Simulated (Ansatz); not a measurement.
Gas-phase reaction (SMILES): OB(F)F → [O]B(F)F + H atom; the H-O bond at the site shown breaks (other sites are not compared here).

Each molecule is optimised on its own at B3LYP-D3(BJ)/def2-TZVP (Ansatz, a quantum-chemistry and plane-wave program), one conformer each, not searched for the lowest. Cores are frozen in the correlated levels unless marked. UHF or UKS for open shells. No spin-orbit coupling. No relativistic terms. CBS(X,Y): correlation extrapolated as X^-3; Hartree-Fock from the larger set. Thermal terms are rigid-rotor harmonic-oscillator values from B3LYP-D3(BJ) frequencies (Ansatz) at 298.15 K and 1 atm. 1 Eh = 627.5095 kcal/mol. Atoms have translation alone. Electronic entropy comes from spin alone.

| species | E, CCSD(T)/CBS(cc-pVTZ,cc-pVQZ) (Ansatz) (Eh) | E, B3LYP-D3(BJ)/def2-TZVPD (Ansatz + dftd3) (Eh) | H - E (Eh) | G - E (Eh) |
|---|---|---|---|---|
| OB(F)F | -300.32806 | -300.68697 | 0.02926 | -0.00168 |
| [O]B(F)F | -299.62377 | -299.98845 | 0.01645 | -0.01426 |
| H atom | -0.49995 | -0.50215 | 0.00236 | -0.01065 |

Question: Work out ΔE and ΔH, ΔG, ΔS and the equilibrium constant at 298.15 K at the first level, then ΔH at the second.

Answer: 
1. ΔE = [(-299.62377) + (-0.49995)] - [(-300.32806)] = 0.20434 Eh = 128.2 kcal/mol at CCSD(T)/CBS(cc-pVTZ,cc-pVQZ).
2. The terms H - E add up to -0.01045 Eh, so ΔH = (0.20434 + (-0.01045))×627.5095 = 121.7 kcal/mol.
3. The terms G - E add up to -0.02323 Eh, so ΔG = 113.6 kcal/mol, and ΔS = (-0.01045 - (-0.02323))×627509.5/298.15 = 26.9 cal/(mol K).
4. log10 K = -ΔG/(RT ln 10) = -83.3, with RT ln 10 = 1.3642 kcal/mol.
5. At B3LYP-D3(BJ)/def2-TZVPD the same steps give ΔE = 123.2 and ΔH = 116.7 kcal/mol, a shift of -5.0 from the first level.
6. These values are not checked against measurement here, since the tables used lack a sound gas-phase enthalpy of formation for at least one species.
